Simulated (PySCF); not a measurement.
Worked example: chemical shift, span and skew from a shielding tensor

Al(H)2(OiPr) (C3H9AlO), SMILES CC(C)[O][AlH2]. Atoms are numbered in the order given.

```xyz
14

Al     1.8808     0.1918     0.0000
H      1.8859     1.7810     0.0000
H      3.1936    -0.6891     0.0000
O      0.4212    -0.6796     0.0000
C     -0.9620    -0.4594     0.0000
C     -1.3911     0.2738    -1.2619
C     -1.3911     0.2738     1.2619
H     -1.4467    -1.4542     0.0000
H     -0.9529     1.2856    -1.2890
H     -2.4858     0.3764    -1.3131
H     -1.0555    -0.2739    -2.1553
H     -1.0555    -0.2739     2.1553
H     -0.9529     1.2856     1.2890
H     -2.4858     0.3764     1.3131
```
Charge 0, spin multiplicity 1.

Geometry: PBE0-D3(BJ)/def2-SVP. The structure was generated by enumeration; whether it is a known compound was not checked. The values are those of a single conformer.

GIAO shieldings from PBE/pcSseg-1 run with PySCF, non-relativistic, no solvent. The symmetric part of the tensor of C5 has the principal values 82.0, 93.7, 148.6 ppm. The same nucleus in TMS has σ = 182.0 ppm at this level (PySCF, at its B3LYP-D3(BJ)/def2-TZVP geometry).

Problem. Work out the isotropic shielding, the ¹³C shift against TMS, the span and the skew.

Solution. 
σ(iso) = (σ11 + σ22 + σ33)/3 = 108.1 ppm. δ = σ(ref) − σ(iso) = 182.0 − (108.1) = 73.9 ppm.
Span Ω = σ33 − σ11 = 66.6 ppm. Skew κ = 3(σ(iso) − σ22)/Ω = 0.65. Tumbling in solution averages the tensor to δ; in a static solid the shielding alone would spread this spin-1/2 line over Ω.
